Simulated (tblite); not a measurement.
Species: C5H14GeSi2.
SMILES with atom numbers: `[CH2:1]=[C:2]1[C@@H:3]([CH3:4])[CH2:5][Si@H:6]1[SiH2:7][GeH3:8]` (hydrogens: H9, H10 on C1; H11 on C3; H12, H13, H14 on C4; H15, H16 on C5; H17 on Si6; H18, H19 on Si7; H20, H21, H22 on Ge8)

Computed with GFN2-xTB (tblite), gas phase: L-BFGS steps from a force-field or distance-geometry start until the largest atomic force falls under 0.01 eV/Å.

At the end of the run (lengths in Å): C5–Si6 1.924, Si6–Si7 2.318, Ge8–H21 1.502, Ge8–H22 1.504, Ge8–H20 1.503, Si6–H17 1.474, Si7–Ge8 2.343, C1–C2–C3 128.3°, C3–C2–Si6 94.2°, C2–Si6–C5 74.9°, C5–Si6–Si7 116.1°, C1–C2–C3–C4 58°, C2–C3–C5–Si6 0°, C3–C5–Si6–Si7 -111°, H18–Si7–Ge8–H20 53°, H11–C3–C2–C1 -65°.

Question: These geometries were met on the way; a selection of coordinates is given. Order them by energy above the end point, lowest first.
A. C5–Si6 1.899, Si6–Si7 2.250, Ge8–H21 1.531, Ge8–H22 1.534, Ge8–H20 1.528, Si6–H17 1.434, Si7–Ge8 2.310, C1–C2–C3 134.0°, C3–C2–Si6 91.9°, C2–Si6–C5 77.9°, C5–Si6–Si7 112.3°, C1–C2–C3–C4 57°, C2–C3–C5–Si6 3°, C3–C5–Si6–Si7 -112°, H18–Si7–Ge8–H20 59°, H11–C3–C2–C1 -69°
B. C5–Si6 1.914, Si6–Si7 2.304, Ge8–H21 1.506, Ge8–H22 1.508, Ge8–H20 1.506, Si6–H17 1.474, Si7–Ge8 2.341, C1–C2–C3 131.1°, C3–C2–Si6 93.8°, C2–Si6–C5 75.2°, C5–Si6–Si7 112.5°, C1–C2–C3–C4 54°, C2–C3–C5–Si6 3°, C3–C5–Si6–Si7 -111°, H18–Si7–Ge8–H20 57°, H11–C3–C2–C1 -69°
C. C5–Si6 1.904, Si6–Si7 2.297, Ge8–H21 1.493, Ge8–H22 1.494, Ge8–H20 1.492, Si6–H17 1.483, Si7–Ge8 2.309, C1–C2–C3 132.0°, C3–C2–Si6 93.7°, C2–Si6–C5 75.2°, C5–Si6–Si7 112.0°, C1–C2–C3–C4 54°, C2–C3–C5–Si6 3°, C3–C5–Si6–Si7 -111°, H18–Si7–Ge8–H20 59°, H11–C3–C2–C1 -68°
D. C5–Si6 1.800, Si6–Si7 2.241, Ge8–H21 1.557, Ge8–H22 1.555, Ge8–H20 1.548, Si6–H17 1.472, Si7–Ge8 2.306, C1–C2–C3 138.0°, C3–C2–Si6 86.9°, C2–Si6–C5 80.7°, C5–Si6–Si7 114.2°, C1–C2–C3–C4 56°, C2–C3–C5–Si6 3°, C3–C5–Si6–Si7 -113°, H18–Si7–Ge8–H20 58°, H11–C3–C2–C1 -65°
E. C5–Si6 1.929, Si6–Si7 2.278, Ge8–H21 1.491, Ge8–H22 1.495, Ge8–H20 1.495, Si6–H17 1.453, Si7–Ge8 2.306, C1–C2–C3 132.0°, C3–C2–Si6 94.9°, C2–Si6–C5 74.8°, C5–Si6–Si7 111.5°, C1–C2–C3–C4 55°, C2–C3–C5–Si6 2°, C3–C5–Si6–Si7 -111°, H18–Si7–Ge8–H20 60°, H11–C3–C2–C1 -71°

Answer: B (0.041 eV), C (0.084 eV), E (0.168 eV), A (0.334 eV), D (0.701 eV).

```json
{"step": "9", "E above end (eV)": "0.041", "rms distance from the end, all atoms (Å)": "0.104", "largest force (eV/Å)": "0.320", "rms shift of all bonds from the end (Å)": "0.005"}
{"step": "7", "E above end (eV)": "0.084", "rms distance from the end, all atoms (Å)": "0.114", "largest force (eV/Å)": "0.411", "rms shift of all bonds from the end (Å)": "0.011"}
{"step": "4", "E above end (eV)": "0.168", "rms distance from the end, all atoms (Å)": "0.129", "largest force (eV/Å)": "0.554", "rms shift of all bonds from the end (Å)": "0.015"}
{"step": "2", "E above end (eV)": "0.334", "rms distance from the end, all atoms (Å)": "0.145", "largest force (eV/Å)": "0.832", "rms shift of all bonds from the end (Å)": "0.024"}
{"step": "0", "E above end (eV)": "0.701", "rms distance from the end, all atoms (Å)": "0.156", "largest force (eV/Å)": "3.552", "rms shift of all bonds from the end (Å)": "0.040"}
```

Rows stand in the order of the answer.
